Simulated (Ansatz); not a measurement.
A short molecular-dynamics run on C$_{3}$H$_{6}$Si (`C1=C[SiH2]C1`).

```yaml
crystal:
  periodic: [false, false, false]
  atoms:
    - {symbol: C, position_ang: [-0.743663, 0.795598, -0.267872]}
    - {symbol: C, position_ang: [-1.111588, -0.482352, -0.457775]}
    - {symbol: Si, position_ang: [0.532222, -1.060628, 0.169455]}
    - {symbol: C, position_ang: [0.666549, 0.827932, 0.289236]}
    - {symbol: H, position_ang: [-1.340751, 1.686072, -0.471834]}
    - {symbol: H, position_ang: [-2.059360, -0.834432, -0.843728]}
    - {symbol: H, position_ang: [1.443844, -1.747340, -0.788619]}
    - {symbol: H, position_ang: [0.563018, -1.826609, 1.447301]}
    - {symbol: H, position_ang: [0.741557, 1.266060, 1.287461]}
    - {symbol: H, position_ang: [1.391270, 1.324400, -0.360626]}
basis:
  gaussian: {orbitals: def2-SVP}
hamiltonian: {xc: {name: PBE}}
md: {timestep: 0.5 fs, n_steps: 50, ensemble: nve, temperature: 700, initial_velocities: maxwell_boltzmann, seed: 511}
```

```sh
$ ansatz run in.yaml --threads 2 --pin off --events-out ev --progress --plain --max-ram 4352MiB
```

```
step  time (fs)  potential energy (eV)  kinetic (eV)  T (K)  conserved (eV)
   0        0.0            -11071.7064        0.7239    700     -11070.9826
   1        0.5            -11071.7055        0.7227    699     -11070.9828
   2        1.0            -11071.6829        0.7003    677     -11070.9827
   3        1.5            -11071.6403        0.6580    636     -11070.9824
   4        2.0            -11071.5826        0.6007    581     -11070.9819
   5        2.5            -11071.5169        0.5354    518     -11070.9814
   6        3.0            -11071.4506        0.4696    454     -11070.9810
   7        3.5            -11071.3909        0.4103    397     -11070.9806
   8        4.0            -11071.3432        0.3627    351     -11070.9804
   9        4.5            -11071.3106        0.3302    319     -11070.9804
  10        5.0            -11071.2938        0.3133    303     -11070.9805
  11        5.5            -11071.2908        0.3100    300     -11070.9808
  12        6.0            -11071.2970        0.3158    305     -11070.9812
  13        6.5            -11071.3064        0.3247    314     -11070.9817
  14        7.0            -11071.3123        0.3303    319     -11070.9820
  15        7.5            -11071.3098        0.3277    317     -11070.9821
  16        8.0            -11071.2978        0.3160    306     -11070.9819
  17        8.5            -11071.2808        0.2996    290     -11070.9813
  18        9.0            -11071.2686        0.2880    279     -11070.9806
  19        9.5            -11071.2724        0.2922    283     -11070.9801
  20       10.0            -11071.2987        0.3185    308     -11070.9803
  21       10.5            -11071.3451        0.3640    352     -11070.9810
  22       11.0            -11071.3997        0.4177    404     -11070.9820
  23       11.5            -11071.4476        0.4648    449     -11070.9828
  24       12.0            -11071.4765        0.4935    477     -11070.9831
  25       12.5            -11071.4814        0.4985    482     -11070.9829
  26       13.0            -11071.4638        0.4813    465     -11070.9824
  27       13.5            -11071.4304        0.4485    434     -11070.9819
  28       14.0            -11071.3899        0.4086    395     -11070.9813
  29       14.5            -11071.3509        0.3700    358     -11070.9809
  30       15.0            -11071.3204        0.3398    329     -11070.9806
  31       15.5            -11071.3031        0.3226    312     -11070.9805
  32       16.0            -11071.3005        0.3200    309     -11070.9806
  33       16.5            -11071.3115        0.3307    320     -11070.9808
  34       17.0            -11071.3318        0.3506    339     -11070.9813
  35       17.5            -11071.3550        0.3732    361     -11070.9818
  36       18.0            -11071.3733        0.3910    378     -11070.9822
  37       18.5            -11071.3799        0.3974    384     -11070.9825
  38       19.0            -11071.3717        0.3894    377     -11070.9823
  39       19.5            -11071.3522        0.3705    358     -11070.9817
  40       20.0            -11071.3321        0.3514    340     -11070.9808
  41       20.5            -11071.3261        0.3461    335     -11070.9800
  42       21.0            -11071.3455        0.3655    353     -11070.9800
  43       21.5            -11071.3910        0.4103    397     -11070.9807
  44       22.0            -11071.4515        0.4698    454     -11070.9818
  45       22.5            -11071.5098        0.5270    510     -11070.9828
  46       23.0            -11071.5502        0.5669    548     -11070.9833
  47       23.5            -11071.5643        0.5811    562     -11070.9832
  48       24.0            -11071.5518        0.5689    550     -11070.9828
  49       24.5            -11071.5183        0.5361    518     -11070.9823
  50       25.0            -11071.4728        0.4911    475     -11070.9817
```

Velocities are drawn at the set temperature; a run this short doesn't reach equilibrium.

Frames (Å, forces in eV/Å):

```xyz
10
time=0.0 fs
C    -0.744    0.796   -0.268    0.344    0.504    0.154
C    -1.112   -0.482   -0.458   -0.144   -0.629   -0.079
Si    0.532   -1.061    0.169    0.155   -0.298    0.051
C     0.667    0.828    0.289   -0.173   -0.083   -0.072
H    -1.341    1.686   -0.472   -0.346    0.518   -0.118
H    -2.059   -0.834   -0.844   -0.548   -0.230   -0.224
H     1.444   -1.747   -0.789    0.209   -0.148   -0.209
H     0.563   -1.827    1.447    0.014   -0.166    0.286
H     0.742    1.266    1.287    0.073    0.251    0.540
H     1.391    1.324   -0.361    0.416    0.282   -0.328
10
time=1.5 fs
C    -0.750    0.795   -0.262   -0.030    1.293    0.145
C    -1.115   -0.479   -0.463   -0.170   -1.020   -0.248
Si    0.537   -1.055    0.172    0.024   -0.625   -0.481
C     0.660    0.808    0.283    0.713    1.440    1.308
H    -1.352    1.711   -0.453    0.030   -0.073   -0.004
H    -2.040   -0.871   -0.884   -0.375   -0.012   -0.084
H     1.436   -1.785   -0.786    0.121   -0.006   -0.056
H     0.522   -1.807    1.433    0.063   -0.355    0.648
H     0.839    1.318    1.297   -0.525   -0.627   -0.690
H     1.403    1.338   -0.335    0.149   -0.015   -0.538
10
time=3.0 fs
C    -0.757    0.797   -0.255   -0.336    1.694    0.119
C    -1.119   -0.478   -0.469   -0.358   -1.277   -0.492
Si    0.541   -1.049    0.174   -0.081   -1.120   -0.779
C     0.655    0.791    0.278    1.657    2.744    1.784
H    -1.362    1.735   -0.435    0.319   -0.537    0.072
H    -2.029   -0.908   -0.925    0.015    0.306    0.178
H     1.430   -1.823   -0.784    0.014    0.161    0.120
H     0.482   -1.795    1.431    0.100   -0.392    0.745
H     0.926    1.357    1.293   -1.064   -1.182   -1.197
H     1.418    1.351   -0.320   -0.266   -0.398   -0.550
10
time=4.5 fs
C    -0.765    0.802   -0.248   -0.398    1.409    0.114
C    -1.123   -0.479   -0.476   -0.325   -1.176   -0.615
Si    0.546   -1.044    0.176   -0.246   -1.681   -0.743
C     0.653    0.779    0.277    2.170    3.459    1.604
H    -1.367    1.749   -0.415    0.366   -0.631    0.073
H    -2.018   -0.938   -0.963    0.256    0.548    0.388
H     1.425   -1.857   -0.780   -0.058    0.302    0.257
H     0.445   -1.791    1.446    0.150   -0.251    0.526
H     0.990    1.371    1.264   -1.365   -1.310   -1.030
H     1.427    1.356   -0.317   -0.550   -0.670   -0.574
10
time=6.0 fs
C    -0.773    0.809   -0.242   -0.172    0.470    0.135
C    -1.128   -0.482   -0.484    0.074   -0.662   -0.504
Si    0.550   -1.041    0.177   -0.508   -2.128   -0.473
C     0.655    0.773    0.278    2.021    3.387    0.925
H    -1.363    1.749   -0.394    0.154   -0.323    0.008
H    -2.002   -0.957   -0.993    0.181    0.601    0.427
H     1.419   -1.886   -0.770   -0.065    0.378    0.317
H     0.411   -1.793    1.471    0.222   -0.015    0.130
H     1.025    1.358    1.214   -1.336   -0.987   -0.274
H     1.425    1.347   -0.326   -0.570   -0.722   -0.692
10
time=7.5 fs
C    -0.781    0.817   -0.234    0.254   -0.803    0.171
C    -1.132   -0.486   -0.493    0.745    0.120   -0.173
Si    0.554   -1.039    0.177   -0.844   -2.320   -0.129
C     0.660    0.773    0.281    1.166    2.439   -0.384
H    -1.357    1.742   -0.373   -0.215    0.229   -0.084
H    -1.982   -0.963   -1.014   -0.173    0.458    0.277
H     1.411   -1.906   -0.754   -0.002    0.371    0.289
H     0.381   -1.794    1.499    0.297    0.205   -0.255
H     1.032    1.324    1.159   -0.856   -0.126    1.129
H     1.411    1.322   -0.351   -0.371   -0.573   -0.841
10
time=9.0 fs
C    -0.789    0.824   -0.227    0.609   -1.810    0.175
C    -1.136   -0.490   -0.502    1.410    0.888    0.227
Si    0.557   -1.039    0.178   -1.199   -2.242    0.190
C     0.668    0.777    0.284    0.024    1.122   -1.916
H    -1.355    1.741   -0.353   -0.481    0.611   -0.138
H    -1.966   -0.960   -1.029   -0.592    0.232    0.045
H     1.404   -1.918   -0.731    0.122    0.284    0.179
H     0.358   -1.792    1.522    0.352    0.340   -0.510
H     1.022    1.288    1.129   -0.127    0.903    2.587
H     1.389    1.285   -0.393   -0.117   -0.328   -0.838
10
time=10.5 fs
C    -0.796    0.827   -0.219    0.630   -2.028    0.103
C    -1.136   -0.493   -0.511    1.689    1.327    0.449
Si    0.560   -1.041    0.178   -1.509   -1.967    0.422
C     0.675    0.783    0.283   -0.412    0.719   -2.016
H    -1.363    1.751   -0.337   -0.399    0.427   -0.107
H    -1.963   -0.951   -1.043   -0.743    0.118   -0.055
H     1.399   -1.924   -0.705    0.279    0.140    0.016
H     0.343   -1.782    1.534    0.370    0.371   -0.591
H     1.007    1.270    1.151    0.070    0.990    2.295
H     1.364    1.241   -0.453    0.025   -0.097   -0.516
10
time=12.0 fs
C    -0.802    0.827   -0.211    0.420   -1.560   -0.004
C    -1.134   -0.493   -0.518    1.416    1.321    0.366
Si    0.561   -1.044    0.179   -1.703   -1.560    0.502
C     0.682    0.791    0.279   -0.177    1.167   -0.634
H    -1.379    1.770   -0.322   -0.060   -0.177   -0.026
H    -1.974   -0.939   -1.057   -0.466    0.203    0.095
H     1.400   -1.927   -0.678    0.419   -0.010   -0.145
H     0.335   -1.764    1.534    0.345    0.298   -0.490
H     0.993    1.272    1.220   -0.230    0.224    0.263
H     1.340    1.195   -0.524    0.035    0.094    0.074
10
time=13.5 fs
C    -0.807    0.824   -0.203    0.287   -0.911   -0.071
C    -1.130   -0.491   -0.526    0.836    1.036    0.118
Si    0.561   -1.049    0.181   -1.717   -1.071    0.358
C     0.689    0.801    0.273   -0.098    1.333    0.457
H    -1.396    1.785   -0.308    0.246   -0.721    0.042
H    -1.996   -0.923   -1.070    0.026    0.356    0.357
H     1.410   -1.930   -0.655    0.480   -0.097   -0.238
H     0.335   -1.741    1.523    0.276    0.130   -0.212
H     0.975    1.279    1.295   -0.350   -0.331   -1.500
H     1.316    1.151   -0.593    0.014    0.277    0.688
10
time=15.0 fs
C    -0.811    0.820   -0.196    0.395   -0.446   -0.073
C    -1.123   -0.487   -0.533    0.316    0.696   -0.072
Si    0.559   -1.054    0.182   -1.536   -0.579   -0.025
C     0.695    0.813    0.268   -0.361    0.969    0.782
H    -1.409    1.786   -0.294    0.338   -0.905    0.069
H    -2.017   -0.900   -1.074    0.400    0.408    0.522
H     1.430   -1.936   -0.636    0.420   -0.079   -0.224
H     0.341   -1.714    1.508    0.174   -0.100    0.195
H     0.949    1.279    1.339   -0.205   -0.438   -2.277
H     1.293    1.113   -0.647    0.059    0.473    1.102
10
time=16.5 fs
C    -0.815    0.814   -0.188    0.759   -0.299   -0.028
C    -1.117   -0.481   -0.540    0.072    0.412   -0.091
Si    0.557   -1.060    0.184   -1.215   -0.167   -0.514
C     0.701    0.827    0.265   -0.869    0.239    0.549
H    -1.414    1.767   -0.277    0.173   -0.658    0.056
H    -2.030   -0.868   -1.068    0.466    0.293    0.488
H     1.459   -1.942   -0.622    0.248    0.031   -0.119
H     0.350   -1.690    1.497    0.069   -0.317    0.594
H     0.919    1.271    1.336    0.090   -0.204   -2.128
H     1.271    1.086   -0.679    0.207    0.672    1.193
10
time=18.0 fs
C    -0.817    0.808   -0.180    1.303   -0.414    0.038
C    -1.110   -0.475   -0.547    0.139    0.188    0.058
Si    0.553   -1.066    0.185   -0.851    0.096   -0.847
C     0.705    0.842    0.262   -1.552   -0.801   -0.334
H    -1.417    1.735   -0.260   -0.194   -0.076    0.024
H    -2.033   -0.829   -1.052    0.203    0.040    0.265
H     1.493   -1.948   -0.611    0.022    0.172    0.020
H     0.361   -1.672    1.499   -0.004   -0.424    0.778
H     0.892    1.259    1.289    0.492    0.379   -0.930
H     1.254    1.072   -0.685    0.442    0.841    0.928
10
time=19.5 fs
C    -0.817    0.801   -0.172    1.798   -0.448    0.089
C    -1.102   -0.469   -0.555    0.366   -0.055    0.263
Si    0.549   -1.072    0.186   -0.513    0.200   -0.825
C     0.706    0.855    0.259   -2.276   -2.060   -1.842
H    -1.423    1.701   -0.242   -0.551    0.497    0.006
H    -2.032   -0.790   -1.030   -0.231   -0.253   -0.032
H     1.528   -1.951   -0.599   -0.192    0.282    0.134
H     0.372   -1.663    1.517   -0.029   -0.368    0.619
H     0.875    1.255    1.223    0.928    1.258    1.195
H     1.246    1.077   -0.671    0.700    0.946    0.392
10
time=21.0 fs
C    -0.814    0.794   -0.165    1.891    0.060    0.085
C    -1.094   -0.462   -0.561    0.402   -0.430    0.335
Si    0.544   -1.077    0.186   -0.219    0.207   -0.486
C     0.703    0.864    0.253   -2.548   -2.709   -2.294
H    -1.441    1.677   -0.224   -0.572    0.592    0.034
H    -2.036   -0.757   -1.009   -0.482   -0.444   -0.210
H     1.559   -1.947   -0.584   -0.343    0.323    0.186
H     0.382   -1.662    1.548   -0.027   -0.197    0.198
H     0.877    1.278    1.181    1.063    1.656    2.290
H     1.254    1.102   -0.650    0.834    0.942   -0.139
10
time=22.5 fs
C    -0.807    0.787   -0.157    1.445    1.063    0.012
C    -1.086   -0.457   -0.567    0.006   -0.928    0.188
Si    0.540   -1.083    0.185    0.027    0.205   -0.027
C     0.696    0.868    0.242   -1.795   -1.876   -0.587
H    -1.470    1.666   -0.205   -0.184    0.170    0.090
H    -2.050   -0.732   -0.992   -0.289   -0.463   -0.163
H     1.582   -1.937   -0.566   -0.402    0.283    0.166
H     0.392   -1.665    1.583   -0.025   -0.004   -0.274
H     0.902    1.334    1.185    0.593    0.808    0.849
H     1.278    1.146   -0.630    0.624    0.743   -0.254
10
time=24.0 fs
C    -0.798    0.781   -0.149    0.690    1.948   -0.125
C    -1.077   -0.453   -0.573   -0.617   -1.335   -0.023
Si    0.535   -1.088    0.185    0.204    0.269    0.381
C     0.685    0.870    0.231   -0.303   -0.399    1.002
H    -1.503    1.657   -0.184    0.322   -0.316    0.132
H    -2.069   -0.718   -0.978    0.188   -0.376   -0.001
H     1.597   -1.921   -0.544   -0.358    0.168    0.077
H     0.401   -1.668    1.612   -0.039    0.140   -0.628
H     0.939    1.407    1.206   -0.109   -0.404   -0.920
H     1.316    1.207   -0.615    0.022    0.306    0.104
10
time=25.0 fs
C    -0.791    0.779   -0.143    0.163    2.203   -0.255
C    -1.072   -0.452   -0.577   -0.941   -1.436   -0.090
Si    0.532   -1.092    0.184    0.272    0.370    0.574
C     0.678    0.870    0.224    0.728    0.441    1.448
H    -1.522    1.648   -0.169    0.568   -0.487    0.142
H    -2.081   -0.712   -0.969    0.472   -0.316    0.086
H     1.603   -1.907   -0.528   -0.276    0.060   -0.012
H     0.407   -1.669    1.625   -0.058    0.196   -0.757
H     0.963    1.453    1.211   -0.485   -0.974   -1.510
H     1.342    1.251   -0.605   -0.443   -0.057    0.375
```

Hardware: 2 threads of an Arm Neoverse V2 on a shared host. Wall time 63 s, peak host memory 0.4 GiB.
